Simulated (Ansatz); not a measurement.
Geometry optimisation, RKS r2SCAN/STO-3G in Ansatz 0.2.0.

Input file:

```yaml
crystal:
  periodic: [false, false, false]
  atoms:
    - { symbol: C, position_ang: [-1.6047, 1.3561, 0.5864] }
    - { symbol: C, position_ang: [-0.7938, 0.3749, 0.5299] }
    - { symbol: C, position_ang: [0.2297, 0.2258, -0.5317] }
    - { symbol: Si, position_ang: [1.4479, -1.2999, -0.3804] }
    - { symbol: S, position_ang: [0.6023, 1.2256, -1.8339] }
    - { symbol: H, position_ang: [-1.6552, 2.2212, -0.1559] }
    - { symbol: H, position_ang: [-2.3711, 1.4607, 1.3669] }
    - { symbol: H, position_ang: [-0.8135, -0.3729, 1.2921] }
    - { symbol: H, position_ang: [2.44928, -1.16371, -1.54615] }
    - { symbol: H, position_ang: [0.8198, -2.56784, -0.50795] }
    - { symbol: H, position_ang: [2.25612, -1.15098, 0.85562] }
basis:
  gaussian: { orbitals: STO-3G }
hamiltonian:
  xc: r2scan
relax:
  f_tol: 0.015
  max_steps: 40
```

Launched with:

```bash
$ ansatz run input.yaml --threads 1 --pin off --max-ram 2048MiB --backend cpu --events-out ev --progress --plain --runs-dir out
```

Task: Where does it end, and by what steps?

Result: The run converged. Limits of this set-up: minimal basis. After 7 steps the energy has fallen by 0.726 eV; S5 moved furthest, 0.20 Å.

| step | energy less start (eV) | largest force component (eV/Å) | accepted |
| --- | --- | --- | --- |
| 0 | 0.0000 | 6.048 | yes |
| 1 | -0.6537 | 1.293 | yes |
| 2 | -0.6934 | 0.700 | yes |
| 3 | -0.7193 | 0.333 | yes |
| 4 | -0.7239 | 0.149 | yes |
| 5 | -0.7246 | 0.109 | yes |
| 6 | -0.7255 | 0.031 | yes |
| 7 | -0.7257 | 0.008 | yes |

```xyz
11
Properties=species:S:1:pos:R:3
C -1.615 1.352 0.573
C -0.703 0.362 0.486
C 0.337 0.261 -0.594
Si 1.478 -1.239 -0.402
S 0.449 1.355 -1.807
H -1.624 2.150 -0.181
H -2.360 1.398 1.374
H -0.705 -0.431 1.250
H 2.450 -1.272 -1.470
H 0.695 -2.457 -0.425
H 2.165 -1.171 0.872
```

Whether the end is a true minimum wasn't checked by a vibrational analysis.

The run took 42 s on 1 CPU thread of a shared host.
